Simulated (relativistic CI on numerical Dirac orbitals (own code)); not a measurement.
## Sensitivity of the levels of Os16+ to α and to the nuclear radius

Calculated at this level of theory: Dirac-Coulomb-Breit CI, separate exchange-only KLI orbitals for each configuration, derivatives by finite differences, unscaled Slater integrals, QED left out (own radial code, finite nucleus).

Configuration list (outside the closed core [Kr] 4d10): 4f¹²5s², 4f¹⁴, 4f¹³5s, 4f¹²5s5p, 4f¹³5p, 4f¹¹5s²5p, 4f¹³5d. Double excitations out of closed p, d and f shells are left out; levels of such configurations are missing from the list, as are those of other unlisted configurations, and high levels can miss mixing partners.

With x = (α/α₀)² − 1 an excitation energy changes as ω = ω₀ + qx; K = 2q/ω₀ is the relative enhancement. Terms are leading LS components, so labels can repeat. The field-shift factor is F = δν/δ⟨r²⟩ for the transition from the lowest level.

Lowest level 4f¹²5s² ³H6.

| Level | ω₀ (cm⁻¹) | q (cm⁻¹) | K | F (GHz/fm²) |
| --- | --- | --- | --- | --- |
| 4f¹²5s² ³F4 | 10182.6 | -1213 | -0.238 | 0.142 |
| 4f¹²5s² ³H5 | 20704.2 | 19460 | 1.88 | 1.25 |
| 4f¹³5s ³F°4 | 27200.6 | 343300 | 25.2 | -523 |
| 4f¹²5s² ³H4 | 29414.2 | 21080 | 1.43 | 1.49 |
| 4f¹²5s² ³F2 | 32062.2 | 8272 | 0.516 | 0.969 |
| 4f¹³5s ³F°3 | 32098.4 | 345500 | 21.5 | -524 |
| 4f¹²5s² ³F3 | 33071.9 | 19550 | 1.18 | 1.48 |
| 4f¹²5s² ³H4 | 48968.0 | 38260 | 1.56 | 2.61 |
| 4f¹³5s ³F°2 | 49579.9 | 363700 | 14.7 | -522 |
| 4f¹³5s ¹F°3 | 55305.2 | 364400 | 13.2 | -525 |
| 4f¹²5s² ³P2 | 59205.9 | 17330 | 0.585 | 1.89 |
| 4f¹²5s² ¹I6 | 69622.3 | 16430 | 0.472 | 2.07 |
| 4f¹²5s² ³P0 | 72583.8 | 38920 | 1.07 | -42.6 |

At this charge transitions that keep the count of f electrons are usually good to a few per cent. Terms inside the open d or f shell come out 10 to 20 % too wide with unscaled integrals. Levels that differ in their count of f electrons can be misplaced by several ten thousand cm⁻¹, since the correlation energy of f electrons is missing or only estimated; rates across such gaps can be off by orders of magnitude.
